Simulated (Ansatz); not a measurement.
```xyz
18

C    -1.252    1.032   -0.703
C    -0.389    0.263    0.286
C     0.301    1.208    1.257
C    -1.210   -0.778    1.029
O     0.614   -0.417   -0.449
Hf    1.954   -1.321   -1.431
F     2.899   -0.068   -2.523
F     3.174   -2.160   -0.223
F     1.143   -2.649   -2.542
H    -0.646    1.751   -1.257
H    -1.719    0.348   -1.414
H    -2.041    1.577   -0.181
H     0.912    1.932    0.714
H    -0.435    1.754    1.850
H     0.946    0.649    1.938
H    -1.672   -1.474    0.325
H    -2.002   -0.301    1.610
H    -0.576   -1.346    1.714
```

Charge 0, multiplicity 1. Hf: def2 effective core potential.

Question: List the PBE0/def2-TZVPP orbital energies in eV (Ansatz 0.2.0). (An estimate is asked.)

Answer: Ansatz gave: Occupied: -673.32, -673.32, -673.32, -523.05, -280.38, -278.17, -278.17, -278.17, -68.89, -37.88, -37.88, -37.67, -31.82, -31.12, -31.12, -28.13, -22.41, -19.80, -19.80, -16.19, -13.83, -13.23, -13.23, -12.61, -12.61, -12.61, -12.17, -12.17, -11.81, -11.61, -11.61, -11.49, -11.49, -11.45, -11.13, -10.66, -10.38, -10.38, -8.82, -8.82. Lowest empty: -0.42, 0.33, 0.33, 0.54, 1.00, 1.00, 1.21, 2.12.
